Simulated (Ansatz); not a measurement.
BGeH6P, SMILES `[BH2][GeH2][PH2]`. The species carries charge 0 and has multiplicity 1.

```xyz
9

B    -0.017    1.304   -1.211
Ge   -0.632    0.170    0.381
P     1.268   -1.066    0.983
H     0.589    2.317   -1.031
H    -0.193    0.931   -2.332
H    -1.808   -0.777    0.078
H    -0.983    0.996    1.632
H     0.514   -2.029    1.705
H     1.261   -1.846   -0.205
```

Q: What are the harmonic wavenumbers in cm⁻¹ at PBE0-D4/def2-TZVP (Ansatz, finite differences of forces, unscaled)? (Best estimate.)

A: The calculation gave: 87, 99, 119, 347, 403, 500, 535, 608, 691, 733, 763, 864, 919, 1096, 1166, 2130, 2136, 2402, 2414, 2596, 2691.

Q: Is this a minimum?

A: Yes, all 21 modes are real.

Q: Give the ideal-gas thermochemistry at 298.15 K and 1 bar (rigid rotor, harmonic oscillator; point group C1, symmetry number 1).

A: Zero-point energy 139.4 kJ/mol; H(298) − E = 159.5 kJ/mol; entropy 341.0 J/(mol·K), of which translation 168.6, rotation 108.2, vibration 64.2; G(298) − E = 57.9 kJ/mol. Modes under 100 cm⁻¹ are hindered rotations or soft bends, so the harmonic entropy is rough.

Q: And at 400, 500, 600, 800 and 1000 K?

A: 
```json
{"T (K)": "400", "H − E (kJ/mol)": "170.7", "S (J/mol/K)": "373.3", "G − E (kJ/mol)": "21.4"}
{"T (K)": "500", "H − E (kJ/mol)": "183.2", "S (J/mol/K)": "401.0", "G − E (kJ/mol)": "-17.3"}
{"T (K)": "600", "H − E (kJ/mol)": "196.8", "S (J/mol/K)": "425.8", "G − E (kJ/mol)": "-58.7"}
{"T (K)": "800", "H − E (kJ/mol)": "226.7", "S (J/mol/K)": "468.7", "G − E (kJ/mol)": "-148.2"}
{"T (K)": "1000", "H − E (kJ/mol)": "259.4", "S (J/mol/K)": "505.2", "G − E (kJ/mol)": "-245.7"}
```
